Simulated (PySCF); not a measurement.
Sn(F)2(Cl)(NH2) (ClF2H2NSn), SMILES [NH2][Sn]([F])([F])[Cl].

Geometry optimised at B3LYP-D3(BJ)/def2-SVP. The structure was generated by enumeration; whether it is a known compound was not checked. The def2 effective core potentials stand for the cores of Sn; spin–orbit coupling is left out. Other conformers were not sampled.

All values below come from TDDFT-M06-2X/def2-SVPD in PySCF.

Vertical excitations. Gas-phase values at a fixed geometry.

Computed lowest excited states:
```tsv
state	energy (eV)	λ (nm)	f	main pairs
S1	5.41	229	0.036	HOMO→LUMO 92 %
S2	6.15	202	0.034	HOMO−1→LUMO 90 %
S3	6.16	201	0.017	HOMO−2→LUMO 92 %
S4	7.72	161	0.313	HOMO−3→LUMO 77 %
S5	7.76	160	0.004	HOMO→LUMO+2 77 %, HOMO−6→LUMO 12 %
S6	7.90	157	0.010	HOMO→LUMO+1 83 %
S7	7.97	156	0.022	HOMO−5→LUMO 79 %
S8	8.07	154	0.003	HOMO−6→LUMO 69 %, HOMO→LUMO+2 15 %
S9	8.11	153	0.075	HOMO−4→LUMO 68 %
S10	8.51	146	0.032	HOMO−7→LUMO 37 %, HOMO→LUMO+3 34 %, HOMO−2→LUMO+2 7 %
T1	4.82	257	0	HOMO→LUMO 91 %
T2	5.72	217	0	HOMO−1→LUMO 90 %
T3	5.77	215	0	HOMO−2→LUMO 90 %
T4	6.55	189	0	HOMO−3→LUMO 89 %
```
Triplets are in the Tamm–Dancoff approximation, which puts them higher than full response would, so one can lie above its singlet here.
